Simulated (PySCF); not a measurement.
## Continuum solvent and chemical shifts

Atom-mapped SMILES (the numbers label the heavy atoms): `[CH3:1][C:2]([CH3:3])([CH3:4])[C@@H:5]1[CH2:6][C@@H:7]1[F:8]` (H(Xn): hydrogen on atom n). Ha(C6) is cis to C2 on the ring; Hb(C6) is trans to C2 on the ring.

GIAO PBE0/pcSseg-1 in PySCF 2.14 on one PBE0-D3(BJ)/def2-SVP conformer, non-relativistic, equivalent nuclei averaged. Solvents enter as an IEF-PCM continuum (cyclohexane with ε = 2.0, water with ε = 78.4) around the gas-phase geometry. Shifts are referred to TMS, CFCl3 computed in the same medium.

Gas phase, δ in ppm: C7 73.6, C1/C3/C4 30.9, C2 30.5, C5 28.4, C6 8.5, F8 -251.0, H(C7) 4.36, H(C1)/H(C3)/H(C4) 1.04, Ha(C6) 0.84, Hb(C6) 0.57, H(C5) 0.28. Dipole moment 1.52 D.

(1) How does each δ change in the continuum?

(2) Which nuclei move most (in ppm), and what does the model miss?

Answers

(1) 
```tsv
atoms	environment	Δδ, cyclohexane	Δδ, water
C7	three-membered-ring carbon	+0.7	+1.8
C1/C3/C4	methyl carbon	+0.2	+0.4
C2	quaternary sp3 carbon	+0.4	+1.1
C5	three-membered-ring carbon	+0.3	+0.7
C6	three-membered-ring carbon	+0.2	+0.5
F8	fluorine on an sp3 carbon	-1.1	-2.8
H(C7)	hydrogen on a three-membered-ring carbon	+0.09	+0.25
H(C1)/H(C3)/H(C4)	hydrogen on a methyl carbon	0.00	-0.01
Ha(C6)	hydrogen on a three-membered-ring carbon	+0.03	+0.04
Hb(C6)	hydrogen on a three-membered-ring carbon	+0.06	+0.17
H(C5)	hydrogen on a three-membered-ring carbon	+0.08	+0.25
```

Changes are relative to the gas phase. The dipole moment becomes 1.68 D in cyclohexane, 2.01 D in water.

(2) F8 (fluorine on an sp3 carbon, -2.8 ppm) in water. A continuum only polarises the solute; specific hydrogen bonds, the anisotropy of aromatic solvents and changes of geometry or conformer are outside it.
